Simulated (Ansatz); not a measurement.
Cl3Lu, charge +1, doublet, at a GFN2-xTB geometry (such geometries of metal compounds can be far from the true shape) (the multiplicity is a formal guess) (core potentials on Lu). Base run: HF/def2-SV(P) (Ansatz, a program for electronic structure).

Ansatz was given this input:
Ansatz 0.2 input:
```yaml
crystal:
  periodic: [false, false, false]
  atoms:
    - {symbol: Lu, position_ang: [0.14439027, 0.44064581, 0.27474009]}
    - {symbol: Cl, position_ang: [1.68865705, -0.89865728, -0.91816528]}
    - {symbol: Cl, position_ang: [-0.89247772, -1.42931687, 1.28946183]}
    - {symbol: Cl, position_ang: [-1.39922105, 0.48762990, -1.51874045]}
basis:
  gaussian:
    orbitals: def2-SV_P_.json
hamiltonian:
  xc: hf
total_charge: 1
magnetization: {spin_polarized: true, initial_magnetization: 1}
```
The basis file holds def2-SV(P) in the JSON format of the Basis Set Exchange.

Each row names what was changed in the base input (with any setting that the change needs).

| change | E (Eh) | <S^2> | core-seconds (rough) |
|---|---|---|---|
| base | -2610.36288 | 0.760 | 40 |
| functional = b3lyp | -2616.32116 | 0.758 | 50 |
| functional = pbe0 | -2615.68745 | 0.760 | 20 |
| functional = b3lyp; dispersion = d3bj | -2616.33201 | 0.758 | 60 |
| functional = hse06 | -2615.68042 | 0.760 | 40 |
| functional = pbe | -2616.00145 | 0.753 | 30 |
| functional = lc_wpbe | -2616.12311 | 0.774 | 40 |
| functional = wB97X | -2616.30355 | 0.767 | 70 |
| functional = b3lyp5 | -2615.95795 | 0.758 | 50 |
| functional = wB97M-V | -2615.35888 | 0.764 | 70 |
| functional = B97M-V | -2614.46857 | 0.754 | 100 |
| functional = revpbe | -2616.36923 | 0.753 | 50 |
| functional = pbe0; dispersion = d3bj | -2615.69252 | 0.760 | 20 |

Totals shift with the method and basis; they matter in differences.
